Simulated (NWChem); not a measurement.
System: CH₄ClGaO; SMILES [OH][Ga]([Cl])[CH3]

NWChem input:

```
start job
memory heap 200 mb stack 900 mb global 1100 mb
geometry units angstroms noautoz
  Ga    -0.100156    -0.429229    -0.052183
  Cl     0.185533     1.658517    -0.540880
  C      1.345174    -1.722363    -0.001548
  H      1.826430    -1.785959    -0.988441
  H      0.957287    -2.711295     0.278603
  H      2.105255    -1.408286     0.728607
  O     -1.784957    -0.868379     0.302546
  H     -2.407918    -0.136292     0.243037
end
basis spherical
  * library 6-311g**
end
dft
  xc xtpss03 ctpss03
  iterations 150
  mulliken
end
task dft energy
```

All runs use the structure optimised with PBE0/def2-SVP.

Task: Give the results of this calculation. (TPSS/6-311G** (spherical d).) Quantities: basis functions; energy (Ha); highest occupied level (eV); orbital gap (eV); dipole (D).

Result: 
* **number of basis functions**: 130
* **energy (Ha)**: -2500.92
* **highest occupied level (eV)**: -7.35
* **orbital gap (eV)**: 6.08
* **dipole (D)**: 1.50
